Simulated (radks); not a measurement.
Neutral oxygen inside a hard spherical wall (all orbitals vanish at R), configuration held at [He] 2s2 2p4 and not refilled when levels cross. Method: non-relativistic Kohn-Sham, r2SCAN, spin-polarised, spherical densities, point nucleus; open shells are filled with parallel spins first; meta-GGA in the generalised Kohn-Sham scheme; computed with a radial shooting solver on a logarithmic mesh with Libxc functionals. Eigenvalues in eV for spin up, with the zero of energy where the potential of the charges vanishes at infinity; a dash marks a level that is unbound or too diffuse for the functional's potential to be trusted. A positive occupied level is held by the wall or, in an anion where self-interaction has pushed it up, behind a barrier. The pressure on the wall is -dE/dV.

R (bohr) = free: E (hartree) -75.03333; kinetic (hartree) 74.831; e(1s) -520.09; e(2s) -26.933; e(2p) -10.962; e(3s, empty) -; e(3p, empty) -; pressure (GPa) 0
R (bohr) = 15: E (hartree) -75.03333; kinetic (hartree) 74.831; e(1s) -520.09; e(2s) -26.933; e(2p) -10.962; e(3s, empty) -; e(3p, empty) -; pressure (GPa) < 0.0001
R (bohr) = 12: E (hartree) -75.03333; kinetic (hartree) 74.831; e(1s) -520.09; e(2s) -26.933; e(2p) -10.962; e(3s, empty) -; e(3p, empty) -; pressure (GPa) < 0.0001
R (bohr) = 8: E (hartree) -75.03329; kinetic (hartree) 74.832; e(1s) -520.08; e(2s) -26.927; e(2p) -10.956; e(3s, empty) 1.775; e(3p, empty) 3.783; pressure (GPa) 0.00254
R (bohr) = 6: E (hartree) -75.03227; kinetic (hartree) 74.841; e(1s) -519.98; e(2s) -26.847; e(2p) -10.876; e(3s, empty) 4.152; e(3p, empty) 7.359; pressure (GPa) 0.114
R (bohr) = 5: E (hartree) -75.02768; kinetic (hartree) 74.873; e(1s) -519.65; e(2s) -26.622; e(2p) -10.638; e(3s, empty) 7.260; e(3p, empty) 11.488; pressure (GPa) 0.907
R (bohr) = 4: E (hartree) -75.00029; kinetic (hartree) 75.039; e(1s) -518.35; e(2s) -25.790; e(2p) -9.714; e(3s, empty) 14.559; e(3p, empty) 20.051; pressure (GPa) 8.88
R (bohr) = 3.5: E (hartree) -74.94901; kinetic (hartree) 75.310; e(1s) -516.56; e(2s) -24.687; e(2p) -8.452; e(3s, empty) 22.171; e(3p, empty) 28.158; pressure (GPa) 31.0
R (bohr) = 2.5: E (hartree) -74.39561; kinetic (hartree) 77.599; e(1s) -504.94; e(2s) -17.230; e(2p) 0.020; e(3s, empty) 63.310; e(3p, empty) 67.451; pressure (GPa) 514
